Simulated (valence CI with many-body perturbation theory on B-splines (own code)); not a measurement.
Run record, Dy⁶⁰⁺

Calculated by configuration interaction combined with many-body perturbation theory (CI+MBPT): four valence electrons over a frozen Dirac-Fock core [He], radial functions for each j: 11 s, 11 p, 9 d, 7 f, 5 g, 2 h, 1 i, with the one-electron correlation potential Σ1 (screened to all orders), the two-electron term Σ2, the three-electron term Σ3, Breit, model QED; selected single and double excitations, second order for the rest (own B-spline code, finite nucleus).

Command, and the settings that its task file holds:

```sh
python run_cv.py task.json out
```

```
atom Dy  Z=66  mass_number=164  rms_radius_fm=5.2218
core [He]
valence 2s2 2p2
avg = 1
basis = L
breit = 1
cap = 40000
capref = 1200
cscale = 1
de = 0.0
dress = 0
eps = 2e-08
h = 0.27
hh = 1
l2 = 3
lcore = 6
maxit = 60
n2 = 5
natural = 1
nlev = 60
nno = [7, 7, 6, 5, 4, 2, 1]
nroot = 26
nsp = [4, 4, 3, 2, 1, 0, 0]
pt2 = 1
qed = 1
rpa = 1
s1 = 1
s2 = 1
s3 = 1
screen = 1
tol = 2e-05
```

(1) Roughly how long does this run take on one core of Arm Neoverse V2, and how much memory?

Log. The first blocks belong to the next ion, which gives the ionisation energy. Fields: 2J, parity (1 odd), roots, reference size, generating configurations, candidates as configurations/state functions, variational space P, stored matrix elements, Davidson steps; e2 is the range of second-order energies in hartree. The first line gives the box (bohr), its intervals, the orbitals and the steps of their self-consistent field. Window is the range of levels sought, series limit the energy at which the first omitted orbital would enter, core excitation an estimate of the first excitation out of the core, left out the lowest levels not solved, and shifts from estimates the range by which levels moved from their first estimate, all in cm⁻¹.

```
rmax 1.4 intervals 54 orbitals 81 references ['2s2 2p2', '2s 2p3', '2p4'] scf 2 t 0.4
2J=1 par=1 roots 2 ref 40 generators 2 cand 2895/4152 P 1812/2760 nnz 1.6e+06 it 5
2J=1 par=1 roots 2 ref 40 generators 2 cand 1115/1432 P 2057/3146 nnz 2.1e+06 it 4
   second order: generators 2 cand 870/1046 e2 -0.00000 -0.00000
reference levels 688, estimated 466, window 74036063 1/cm; series limit 96755161, core excitation 370589888
2J=0 par=0 roots 12 ref 42 generators 15 cand 19420/32519 P 5359/7999 nnz 3.6e+06 it 5
2J=0 par=0 roots 12 ref 42 generators 17 cand 15922/27222 P 13453/22241 nnz 2.3e+07 it 5
   second order: generators 22 cand 16868/28708 e2 -0.00003 -0.00000
2J=2 par=0 roots 20 ref 91 generators 18 cand 25069/92221 P 2648/8000 nnz 5.2e+06 it 6
2J=2 par=0 roots 20 ref 91 generators 20 cand 23711/87950 P 11363/39998 nnz 7.7e+07 it 8
   second order: generators 20 cand 14996/55952 e2 -0.00059 -0.00013
2J=4 par=0 roots 22 ref 100 generators 19 cand 27967/131802 P 2437/7997 nnz 5.7e+06 it 7
2J=4 par=0 roots 22 ref 100 generators 21 cand 26737/127544 P 9624/39997 nnz 8.2e+07 it 7
   second order: generators 23 cand 23740/115829 e2 -0.00138 -0.00042
2J=4 par=1 roots 19 ref 100 generators 18 cand 27961/131624 P 2345/7999 nnz 5.9e+06 it 7
2J=4 par=1 roots 19 ref 100 generators 22 cand 26762/127363 P 9485/39997 nnz 8.3e+07 it 7
   second order: generators 23 cand 23276/108338 e2 -0.00132 -0.00028
2J=2 par=1 roots 20 ref 94 generators 19 cand 25161/92380 P 2823/8000 nnz 5.2e+06 it 5
2J=2 par=1 roots 20 ref 94 generators 22 cand 23696/88112 P 11800/39996 nnz 7.8e+07 it 7
   second order: generators 26 cand 23408/86147 e2 -0.00058 -0.00008
2J=6 par=1 roots 9 ref 70 generators 11 cand 24529/130272 P 2505/8000 nnz 5.7e+06 it 5
2J=6 par=1 roots 9 ref 70 generators 15 cand 25821/136441 P 9097/39993 nnz 9.1e+07 it 5
   second order: generators 16 cand 21955/121774 e2 -0.00055 -0.00027
2J=0 par=1 roots 8 ref 37 generators 11 cand 15917/25369 P 5194/7999 nnz 3.7e+06 it 5
2J=0 par=1 roots 8 ref 37 generators 12 cand 12410/19906 P 11081/18045 nnz 1.7e+07 it 5
   second order: generators 14 cand 10380/16986 e2 -0.00002 -0.00000
2J=6 par=0 roots 11 ref 66 generators 9 cand 24421/130206 P 2278/7994 nnz 5.9e+06 it 7
2J=6 par=0 roots 11 ref 66 generators 12 cand 25941/136363 P 8238/39998 nnz 9.7e+07 it 8
   second order: generators 14 cand 25384/139868 e2 -0.00075 -0.00029
2J=8 par=1 roots 3 ref 36 generators 4 cand 15639/84320 P 2290/7994 nnz 6.2e+06 it 6
2J=8 par=1 roots 3 ref 36 generators 6 cand 14197/78860 P 6976/32497 nnz 8.3e+07 it 5
   second order: generators 7 cand 12414/74661 e2 -0.00008 -0.00004
2J=8 par=0 roots 5 ref 29 generators 4 cand 13908/82746 P 2339/7997 nnz 6.2e+06 it 5
2J=8 par=0 roots 5 ref 29 generators 5 cand 15314/95892 P 7636/39998 nnz 1.3e+08 it 5
   second order: generators 8 cand 20736/136592 e2 -0.00008 -0.00003
2J=10 par=0 roots 2 ref 8 generators 2 cand 8549/47616 P 2326/7996 nnz 8.1e+06 it 5
2J=10 par=0 roots 2 ref 8 generators 2 cand 7346/42126 P 4685/21690 nnz 5.6e+07 it 5
   second order: generators 2 cand 4987/28432 e2 -0.00005 -0.00003
left out: unestimated 91760169, estimated 79195359, shifts from estimates -97 to 168
operators 0.2
```

The Davidson iterations converged.

No measured spectrum was set against this ion. As an estimate, large intervals hold to a few tenths of a per cent, small ones and those within an open d or f shell to about a per cent. Among the levels kept, up to 290 cm⁻¹ of a level comes from second order outside the variational space, and about a tenth of that is noise between levels of different J, which matters for small intervals.

| Quantity | Value |
| --- | --- |
| Valence energy | -2161.199 hartree |
| Ionisation energy | 14145 eV (NIST: 14144 ± 10 eV (theoretical)) |
| Reference configurations for the orbitals | 2s2 2p2, 2s 2p3, 2p4 |
| Radial orbitals | 81 |
| Box radius | 1.382 bohr |
| Largest variational space | 39998 |
| Lowest levels | (2s^2 2p1/2^2) J=0 0.0, (2s^2 2p1/2 2p3/2) J=1 832.6, (2s^2 2p1/2 2p3/2) J=2 850.3, (2s 2p1/2^2 2p3/2) J=2 1084.2, (2s 2p1/2^2 2p3/2) J=1 1160.6, (2s^2 2p3/2^2) J=2 1701.3, (2s^2 2p3/2^2) J=0 1754.8, (2s 2p1/2 2p3/2^2) J=2 [a] 1892.4, (2s 2p1/2 2p3/2^2) J=3 1933.9, (2s 2p1/2 2p3/2^2) J=0 1985.3, (2s 2p1/2 2p3/2^2) J=1 [a] 2005.0, (2s 2p1/2 2p3/2^2) J=2 [b] 2014.9, (2s 2p1/2 2p3/2^2) J=1 [b] 2018.5, (2p1/2^2 2p3/2^2) J=2 2281.8 eV |

Levels are named by their leading jj configuration (3d3/2^4 stands for four electrons in 3d with j = 3/2), which in mixed levels can hold well under half, so a name can repeat and another be missing. Letters in brackets count levels of one name in rising energy.

## Answers

(1) 3.8 min on 1 thread of Arm Neoverse V2, on a shared host, peak memory 1.1 GiB.
